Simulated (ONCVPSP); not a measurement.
Logarithmic derivatives: palladium (Pd), ONCV

```json
{"Element": "palladium", "Generator": "ONCVPSP 4.0.1", "Type": "optimised norm-conserving Vanderbilt (ONCV)", "Functional": "PBEsol", "Relativity": "scalar-relativistic", "Frozen core": "[Ar] 3d10", "Valence charge": "18", "Reference configuration": "4s2 4p6 4d9 5s1", "Partial waves": "4s+5s: rc 1.40 bohr, ncon 4, nbas 7, qcut 6.7 1/bohr, 3 projectors, debl 1.1 Ha; 4p: rc 1.50 bohr, ncon 4, nbas 9, qcut 10 1/bohr, 1 projector; 4d: rc 1.45 bohr, ncon 4, nbas 7, qcut 5.7 1/bohr, 2 projectors, debl 3.3 Ha", "Local potential": "polynomial inside 1.00 bohr (lpopt 5, dvloc0 -1 Ha)", "Core correction": "polynomial model core, fcfact 0.45"}
```

The phase is arctan(r·R′/R) of the radial function R(r), unwrapped; energies in Ha, scanned from -5 to 5 Ha. A pole is an energy at which the radial function vanishes at the test radius. The pseudo phase is shifted by a multiple of π to meet the all-electron one at the reference energy, and phase errors are pseudo minus all-electron; the curves can meet again beyond the range given. Levels narrower than the energy grid can be missing from the lists of poles.

For each channel, where are the poles, and over which energies does the pseudopotential scatter like the atom?

```
channel  radius (bohr)  reference energy (Ha)  poles, all-electron  poles, pseudo  unbroken range about the reference energy with phases within 0.05 rad  phase error 1 Ha above the reference energy (rad)
      s           1.42                  -0.16                -2.35          -2.35                                                        the whole range                                             +0.000
      p           1.52                  -2.00                -1.17          -1.19                                                              below 0.8                                             -0.004
      d           1.47                  -0.25                 1.49           1.49                                                        the whole range                                             +0.000
```

Phases in the s channel:

```json
{"E (Ha)": "-4.96", "all-electron": "0.859", "pseudo": "0.859"}
{"E (Ha)": "-4.72", "all-electron": "0.698", "pseudo": "0.698"}
{"E (Ha)": "-4.48", "all-electron": "0.437", "pseudo": "0.437"}
{"E (Ha)": "-4.24", "all-electron": "0.023", "pseudo": "0.023"}
{"E (Ha)": "-4.00", "all-electron": "-0.481", "pseudo": "-0.481"}
{"E (Ha)": "-3.76", "all-electron": "-0.885", "pseudo": "-0.885"}
{"E (Ha)": "-3.52", "all-electron": "-1.138", "pseudo": "-1.138"}
{"E (Ha)": "-3.28", "all-electron": "-1.296", "pseudo": "-1.296"}
{"E (Ha)": "-3.04", "all-electron": "-1.401", "pseudo": "-1.401"}
{"E (Ha)": "-2.80", "all-electron": "-1.475", "pseudo": "-1.475"}
{"E (Ha)": "-2.56", "all-electron": "-1.531", "pseudo": "-1.531"}
{"E (Ha)": "-2.32", "all-electron": "-1.576", "pseudo": "-1.576"}
{"E (Ha)": "-2.08", "all-electron": "-1.614", "pseudo": "-1.614"}
{"E (Ha)": "-1.84", "all-electron": "-1.646", "pseudo": "-1.646"}
{"E (Ha)": "-1.60", "all-electron": "-1.676", "pseudo": "-1.676"}
{"E (Ha)": "-1.36", "all-electron": "-1.703", "pseudo": "-1.703"}
{"E (Ha)": "-1.12", "all-electron": "-1.729", "pseudo": "-1.729"}
{"E (Ha)": "-0.88", "all-electron": "-1.755", "pseudo": "-1.755"}
{"E (Ha)": "-0.64", "all-electron": "-1.781", "pseudo": "-1.781"}
{"E (Ha)": "-0.40", "all-electron": "-1.808", "pseudo": "-1.808"}
{"E (Ha)": "-0.16", "all-electron": "-1.836", "pseudo": "-1.836"}
{"E (Ha)": "0.08", "all-electron": "-1.867", "pseudo": "-1.867"}
{"E (Ha)": "0.32", "all-electron": "-1.901", "pseudo": "-1.901"}
{"E (Ha)": "0.56", "all-electron": "-1.940", "pseudo": "-1.940"}
{"E (Ha)": "0.80", "all-electron": "-1.985", "pseudo": "-1.985"}
{"E (Ha)": "1.04", "all-electron": "-2.038", "pseudo": "-2.038"}
{"E (Ha)": "1.28", "all-electron": "-2.102", "pseudo": "-2.102"}
{"E (Ha)": "1.52", "all-electron": "-2.182", "pseudo": "-2.182"}
{"E (Ha)": "1.76", "all-electron": "-2.282", "pseudo": "-2.282"}
{"E (Ha)": "2.00", "all-electron": "-2.410", "pseudo": "-2.410"}
{"E (Ha)": "2.24", "all-electron": "-2.576", "pseudo": "-2.576"}
{"E (Ha)": "2.48", "all-electron": "-2.786", "pseudo": "-2.786"}
{"E (Ha)": "2.72", "all-electron": "-3.036", "pseudo": "-3.036"}
{"E (Ha)": "2.96", "all-electron": "-3.304", "pseudo": "-3.304"}
{"E (Ha)": "3.20", "all-electron": "-3.555", "pseudo": "-3.555"}
{"E (Ha)": "3.44", "all-electron": "-3.766", "pseudo": "-3.766"}
{"E (Ha)": "3.68", "all-electron": "-3.933", "pseudo": "-3.933"}
{"E (Ha)": "3.92", "all-electron": "-4.061", "pseudo": "-4.061"}
{"E (Ha)": "4.16", "all-electron": "-4.160", "pseudo": "-4.160"}
{"E (Ha)": "4.40", "all-electron": "-4.238", "pseudo": "-4.238"}
{"E (Ha)": "4.64", "all-electron": "-4.301", "pseudo": "-4.301"}
{"E (Ha)": "4.88", "all-electron": "-4.351", "pseudo": "-4.351"}
```
